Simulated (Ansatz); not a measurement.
Consider the redistribution: `O[Si](O)(F)Cl` + `[NH2][Al]([NH2])[O][SiH3]` → `O[Si](O)(F)O[SiH3]` + `[NH2][Al]([NH2])[Cl]`.

Gas-phase electronic energies from Ansatz, PBE0-D4/def2-TZVP geometries. CCSD(T)/CBS adds triple-zeta CCSD(T) − MP2 to the extrapolated MP2 energy (def2 sets, frozen cores). This one scheme is used for every species. Functionals use def2-TZVPP. B3LYP here is the variant with VWN-RPA as its local correlation; programs differ in this. Each species was taken in one conformer, which may not be the lowest.

```
             level  ΔE (kcal/mol)  difference from CCSD(T)/CBS
            PBE-D4           -9.0                          1.7
         r2SCAN-D4          -10.1                          0.6
          B3LYP-D4          -10.3                          0.4
           ωB97M-V          -10.3                          0.4
            B2PLYP          -10.1                          0.6
               PBE           -8.8                          1.9
            r2SCAN          -10.1                          0.6
     HF/def2-TZVPP          -13.1                         -2.4
    MP2/def2-TZVPP          -10.2                          0.5
SCS-MP2/def2-TZVPP          -10.4                          0.3
   CCSD/def2-TZVPP          -11.1                         -0.4
     HF/def2-QZVPP          -13.1                         -2.4
    MP2/def2-QZVPP          -10.2                          0.5
SCS-MP2/def2-QZVPP          -10.4                          0.3
      HF/CBS(def2)          -13.1                         -2.4
    CCSD/CBS(def2)          -11.1                         -0.4
       CCSD(T)/CBS          -10.7                            0
```

Largest T1 diagnostic among the species: 0.011.

From PBE to PBE0 (25 % exact exchange), in def2-TZVPP and without D4, ΔE moves by −1.2 kcal/mol. In def2-TZVPP, CCSD(T) changes the Hartree–Fock value by +2.4 kcal/mol (the triples alone add +0.3 kcal/mol) and MP2 by +2.9 kcal/mol.
